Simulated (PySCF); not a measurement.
Core-level binding energies of `CC(=O)[SiH2][SeH]`

C2H6OSeSi.
Structure used (PBE0-D3(BJ)/def2-SVP), in Å, numbered top down from 1:
```
atom  x, y, z in Å
C1    -1.6277    0.1729   -0.5003
C2    -0.1517   -0.1115   -0.4778
O3     0.4036   -0.6871   -1.3855
Si4    0.8803    0.4836    1.0775
Se5    2.9966   -0.1579    0.6038
H6    -1.7975    1.2600   -0.4338
H7    -2.1103   -0.2789    0.3817
H8    -2.0772   -0.2228   -1.4216
H9     0.7141    1.9626    1.2226
H10    0.3074   -0.1510    2.3045
H11    2.4194   -0.7111   -0.6466
```

The calculation used PySCF, delta-SCF UKS SCAN, pcX-2 on the ionised atom, pcseg-1 elsewhere, spin-free X2C. Vertical ΔSCF values, vacuum level as zero.

**Question.** What binding energy does each computed site have?

**Answer.** 
```json
{"atom(s)": "Si4", "environment": "SiH2 silicon", "level": "Si 2p3/2", "binding energy (eV)": "107.14", "2p1/2 (eV)": "107.77", "count": "1"}
{"atom(s)": "C1", "environment": "methyl carbon next to a carbonyl", "level": "C 1s", "binding energy (eV)": "291.36", "2p1/2 (eV)": "–", "count": "1"}
{"atom(s)": "O3", "environment": "carbonyl oxygen", "level": "O 1s", "binding energy (eV)": "538.15", "2p1/2 (eV)": "–", "count": "1"}
{"atom(s)": "Si4", "environment": "SiH2 silicon", "level": "Si 1s", "binding energy (eV)": "1846.90", "2p1/2 (eV)": "–", "count": "1"}
```

**Question.** What is the longest wavelength that can ionise Si 2p3/2 of Si4 vertically?

**Answer.** λ = hc/E = 12398.42 eV Å / 107.14 eV = 115.722 Å.

**Question.** Which photon energy gives electrons from Si 2p3/2 of Si4 a kinetic energy of 150 eV, and what is their de Broglie wavelength?

**Answer.** hν = 107.14 + 150 = 257.14 eV, recoil neglected; λ = 12.264 Å/√(E/eV) = 1.00 Å.

The list is incomplete; no value stands for C 1s of C2 (hole states with ⟨S²⟩ of 1 or more are left out). Spin–orbit coupling isn't in the SCF: each 2p doublet comes from a relaxed spin-free hole plus a matrix of the shell (mean-field spin–orbit coupling and the ground-state 2p splitting), with 2p3/2 averaged over its two sublevels. 2p1/2 minus 2p3/2 (ligand field included): Si 0.62 eV. No level of selenium is listed. Geometry: PBE0-D3(BJ)/def2-SVP, one conformer, isolated molecule.
